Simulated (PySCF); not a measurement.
Compound: C5H9FN (doublet state).
Structure used (GFN2-xTB), in Å, numbered top down from 1:
```xyz
16
C5H9FN angstrom
C     -1.0306   -1.2108    0.4463
C     -0.8966    0.1060   -0.2483
C     -1.8393    1.0330   -0.1391
F     -1.7506    2.2352   -0.7569
C      0.4003    0.3548   -0.9833
C      1.4541    0.6623    0.0216
N      2.0848   -0.4022    0.6667
H     -0.1777   -1.3657    1.1057
H     -1.0395   -2.0191   -0.2847
H     -1.9457   -1.2571    1.0304
H     -2.7547    0.9441    0.4263
H      0.6748   -0.5334   -1.5581
H      0.2786    1.1996   -1.6629
H      1.3579    1.5613    0.6069
H      2.8491   -0.1317    1.2684
H      2.3275   -1.1673    0.0497
```

The hyperfine couplings belong to this conformer and change with its torsions.

The species is `C/C(=C/F)C[CH]N` [radical].

The calculation used UKS B3LYP, pcH-1 on C F H N, non-relativistic, mean-field spin-orbit, GIAO in PySCF. Isolated species at its GFN2-xTB geometry (one conformer only). The geometry wasn't refined by DFT: couplings that depend on bond lengths, twists or pyramidal angles can differ widely from those at the functional's own minimum. The SCF solution wasn't tested for stability.

Question: The isotropic 13C couplings are +121.8, +56.3, -13.8, +5.8, +0.7 MHz. Assign them to C1; C2; C3; C5; C6.

Answer: 
| site | a_iso (MHz) | ρ(0) (bohr⁻³) | position | distance from C6 (Å) | spin population | largest \|T\| (MHz) |
| --- | --- | --- | --- | --- | --- | --- |
| C1 | +0.7 | +0.0006 | 3 bonds from C6 | 3.14 | 0.00 | 1.0 |
| C2 | +56.3 | +0.0501 | 2 bonds from C6 | 2.43 | 0.00 | 11.0 |
| C3 | +5.8 | +0.0052 | 3 bonds from C6 | 3.32 | +0.06 | 11.9 |
| C5 | -13.8 | -0.0123 | 1 bond from C6 | 1.49 | -0.05 | 3.2 |
| C6 | +121.8 | +0.1083 | largest spin population | 0.00 | +0.85 | 140.7 |

ρ(0) is the spin density at the nucleus and T the dipolar tensor; entries for several nuclei are means. The Mulliken spin populations are largest on C6 (+0.85), N7 (+0.15) and C3 (+0.06). The angles at C6 add up to 352.0°, so it is slightly pyramidal.

Means are taken over nuclei equivalent by connectivity, which assumes that they swap fast. The three 1H nuclei of mean -0.6 MHz run from -3.3 to 3.7 MHz in the frozen geometry. The 1H value of +23.8 MHz is a mean of couplings from 13.3 to 34.2 MHz in this one geometry, not an average over conformers. The 1H value of +12.4 MHz is a mean of couplings from 7.5 to 17.4 MHz in this one geometry, not an average over conformers.
